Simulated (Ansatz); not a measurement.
Relaxation of CH₇AlSSi (11 atoms, charge 0, multiplicity 1), to a largest force component of 0.02 eV/Å in at most 50 steps.

Method: RKS r2SCAN/6-31G* in Ansatz.

```xyz
11
Properties=species:S:1:pos:R:3
C -1.856 0.798 0.444
Al -0.771 -0.778 0.645
S 1.340 -0.557 1.347
Si 2.171 -0.241 -0.640
H -2.903 0.539 0.038
H -2.013 1.367 1.411
H -1.399 1.536 -0.288
H -1.303 -2.198 0.258
H 1.463 0.956 -1.177
H 3.555 -0.049 -0.577
H 1.782 -1.430 -1.441
```

**Question.** Where does it end, and by what steps?

**Answer.** The run converged. The force dipped under the threshold on the way, but the program's further checks kept it going. After 28 steps the energy has fallen by 0.475 eV; H8 moved furthest, 1.61 Å.

| step | energy less start (eV) | largest force component (eV/Å) | accepted |
| --- | --- | --- | --- |
| 0 | 0.0000 | 2.644 | yes |
| 1 | -0.1965 | 0.591 | yes |
| 2 | -0.2397 | 0.115 | yes |
| 3 | -0.2422 | 0.035 | yes |
| 4 | -0.2435 | 0.051 | yes |
| 5 | -0.2453 | 0.039 | yes |
| 6 | -0.2464 | 0.029 | yes |
| 7 | -0.2481 | 0.080 | yes |
| 8 | -0.2530 | 0.273 | yes |
| 9 | -0.2628 | 0.461 | yes |
| 10 | -0.2855 | 0.587 | yes |
| 11 | -0.3127 | 0.569 | yes |
| 12 | -0.3840 | 0.179 | yes |
| 13 | -0.4204 | 0.176 | yes |
| 14 | -0.4326 | 0.340 | yes |
| 15 | -0.4618 | 0.090 | yes |
| 16 | -0.4672 | 0.037 | yes |
| 17 | -0.4684 | 0.179 | yes |
| 18 | -0.4709 | 0.113 | yes |
| 19 | -0.4734 | 0.021 | yes |
| 20 | -0.4738 | 0.015 | yes |
| 21 | -0.4741 | 0.038 | yes |
| 22 | -0.4743 | 0.027 | yes |
| 23 | -0.4745 | 0.025 | yes |
| 24 | -0.4746 | 0.035 | yes |
| 25 | -0.4747 | 0.036 | yes |
| 26 | -0.4748 | 0.032 | yes |
| 27 | -0.4745 | 0.096 | no |
| 28 | -0.4749 | 0.009 | yes |

```xyz
11
Properties=species:S:1:pos:R:3
C -1.621 0.561 -0.007
Al -0.912 -1.017 0.905
S 1.222 -1.530 0.771
Si 1.961 0.040 -0.490
H -2.715 0.608 0.066
H -1.224 1.489 0.427
H -1.359 0.581 -1.074
H -1.763 -2.020 1.794
H 1.687 1.386 0.086
H 3.430 -0.145 -0.607
H 1.358 -0.011 -1.851
```

Whether the end is a true minimum wasn't checked by a vibrational analysis.

The run took 120 s on 2 threads of Arm Neoverse V1, with other jobs on the host, peak memory 0.17 GiB.
